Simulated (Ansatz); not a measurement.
Calculated with Ansatz (gas phase, PBE0-D4/def2-TZVP geometries, no zero-point term in ΔE). CCSD(T)/CBS adds triple-zeta CCSD(T) − MP2 to the extrapolated MP2 energy (def2 sets, frozen cores). This one scheme is used for every species. DFT in def2-TZVPP. B3LYP here is the variant with VWN-RPA as its local correlation; programs differ in this. Elements past krypton have def2 core potentials. For Sn outer-core shells are correlated without core-valence functions, which leaves a few kJ/mol of doubt a bond. One conformer a species, not always the lowest.

Consider the ligand exchange at the Sn–C bond: `[CH3][SnH]([OH])[Cl]` + CH₃OH → `C[O][SnH]([OH])[Cl]` + CH₄.

```
             level  ΔE (kJ/mol)  difference from CCSD(T)/CBS
            PBE-D4        -34.7                          1.0
         r2SCAN-D4        -40.0                         -4.3
           PBE0-D4        -30.1                          5.6
           ωB97M-V        -34.0                          1.7
            B2PLYP        -38.0                         -2.3
               PBE        -32.8                          2.9
            r2SCAN        -39.4                         -3.7
              PBE0        -28.3                          7.4
             B3LYP        -36.3                         -0.6
     HF/def2-TZVPP        -36.5                         -0.8
SCS-MP2/def2-TZVPP        -35.9                         -0.2
   CCSD/def2-TZVPP        -31.7                          4.0
    MP2/def2-QZVPP        -35.0                          0.7
SCS-MP2/def2-QZVPP        -37.3                         -1.6
      HF/CBS(def2)        -38.1                         -2.4
     MP2/CBS(def2)        -35.4                          0.3
       CCSD(T)/CBS        -35.7                            0
```

Largest T1 diagnostic among the species: 0.013.

The D4 term adds −3.1 kJ/mol with B3LYP and −1.8 kJ/mol with PBE0; it sums over pairs of atoms, weighted by their polarisabilities, and B3LYP, whose exchange is more repulsive, gets the larger term. From PBE to PBE0 (25 % exact exchange), in def2-TZVPP and without D4, ΔE moves by +4.5 kJ/mol.

CCSD(T)/CBS has its own doubt, a few kJ/mol and more with outer-core shells, so smaller differences from it don't rank the levels.
